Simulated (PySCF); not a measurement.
## MNa anions for M along group 12

r²SCAN with double-zeta basis sets in PySCF, for the lowest determinant that a PBE0 search found; no spin–orbit coupling. De refers to high-spin ground-configuration atoms (the charge goes to the atom of lower measured ionisation energy or higher electron affinity, which is not always the lowest computed limit). A positive dipole points towards Na; it is taken about the centre of mass and depends on that origin.

```
 M      basis  charged atom  state (unpaired electrons)  Re (Å)  ωe (cm⁻¹)  De (eV)   μ (D)
Zn  def2-SVPD           Na−      singlet (closed shell)   3.286       94.1      n/a   -8.76
Cd  def2-SVPD           Na−      singlet (closed shell)   3.672       62.5      n/a  -11.24
Hg  def2-SVPD           Na−      singlet (closed shell)   3.803       45.2      n/a  -14.53
```

The shortest bond is that of NaZn⁻ (3.286 Å), the longest that of NaHg⁻ (3.803 Å).

Relativity is treated differently too: Zn no relativity; Cd scalar-relativistic core potentials; Hg scalar-relativistic core potentials.

De is n/a where a free atom or ion gave no sound limit at this level.

Down a group bonds as a rule get longer and wavenumbers fall, partly through the reduced mass; this series shows no clear exception.

Closed-shell solutions of metal pairs were not tested for spin polarisation, which can lower them a little. Spin–orbit coupling is left out. The highest Kohn–Sham level is positive in some of these anions. Much of that is self-interaction error, but it also means that the finite basis helps to hold the extra electron.
